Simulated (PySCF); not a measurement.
# LuH₃: from structure and modes to constants

Method: PySCF, BP86, basis Lu def2-TZVP with ECP28, H def2-TZVP (scalar-relativistic core potentials, no spin–orbit coupling, density fitting).

The singlet minimum has C3v symmetry. Masses (u): Lu 174.94077, H 1.00782.

```xyz
4
charge 0 multiplicity 1, angstrom
Lu    0.0000    0.0000   -0.0084
H     1.8657    0.0000    0.4846
H    -0.9328    1.6157    0.4846
H    -0.9328   -1.6157    0.4846
```

Harmonic wavenumbers (cm⁻¹): 264.9 (a1, ×1), 575.9 (e, ×2), 1476.2 (e, ×2), 1532.2 (a1, ×1).

(1) Find the principal moments of inertia and the rotational constants. What kind of rotor is it?

(2) What is the harmonic zero-point energy?

(3) Give the standard entropy (298.15 K, 1 bar) by its translational, rotational, vibrational and spin parts, and Cp.

Results:

(1) About the centre of mass I = 5.9842, 5.9842, 10.524 u Å². With B = 16.8576/I this gives 2.817, 2.817, 1.602 cm⁻¹. The molecule is an oblate symmetric top.

(2) Half the sum of all 6 wavenumbers, 5901/2 = 2951 cm⁻¹, which is 35.3 kJ/mol (1 cm⁻¹ = 0.0119627 kJ/mol).

(3) Sackur–Tetrode with M = 177.96 u gives 173.5; rotation with symmetry number 3 gives 64.0; vibration 11.1; spin R ln 1 = 0.0. The total is 248.6 J/(mol K), and Cp = 4 R + 17.3 = 50.6 J/(mol K).

Only a few start shapes were tried, so a lower isomer may exist.
